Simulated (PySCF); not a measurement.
Compound: C₄H₁₃NSi₄.
Numbering: `[CH:1]#[C:2][Si:3]1([N:4]([CH3:5])[CH3:6])[SiH2:7][SiH2:8][SiH2:9]1` (hydrogens: H10 on C1; H11, H12, H13 on C5; H14, H15, H16 on C6; H17, H18 on Si7; H19, H20 on Si8; H21, H22 on Si9)

Torsions of this conformer, `[CH:1]#[C:2][Si:3]1([N:4]([CH3:5])[CH3:6])[SiH2:7][SiH2:8][SiH2:9]1`: C2–Si3–N4–C5 -36°.

The closed-shell ground state was solved at several levels (PySCF, density fitting, gas phase, non-relativistic). One conformer (not necessarily the lowest) at the PBE0-D3(BJ)/def2-SVP geometry, without solvent, vibrations or thermal averaging.

| level | basis functions | total energy (Eh) | HOMO (eV) | LUMO (eV) | gap (eV) | dipole (D) |
| --- | --- | --- | --- | --- | --- | --- |
| wB97X-D/pcSseg-1 | 246 | -1372.7576 | -7.88 | 0.27 | 8.15 | 1.40 |
| CAM-B3LYP/def2-SVPD | 300 | -1372.2976 | -7.35 | -0.34 | 7.01 | 1.21 |

Estimate the row for PBE0/pcSseg-1, a basis of 246 functions; the other rows only guide the guess.

Total energy -1372.1033 Eh, HOMO -6.15 eV, LUMO -1.43 eV, gap 4.72 eV, dipole 1.42 D.

Over all these levels, which gives the widest orbital gap and which the narrowest?

wB97X-D/pcSseg-1 (range-separated hybrid) has the widest, 8.15 eV, and PBE0/pcSseg-1 (global hybrid, 25 % exact exchange) the narrowest, 4.72 eV. The two share the basis. From the narrowest to the widest the HOMO moves by -1.73 eV and the LUMO by +1.70 eV.

How far do the dipole and the HOMO energy spread over the levels?

The dipole runs from 1.21 to 1.42 D (mean 1.35 D) and the HOMO from -7.88 to -6.15 eV.

wB97X-D is run here without its empirical dispersion term; that term would change no orbital, density or response property at a fixed geometry.
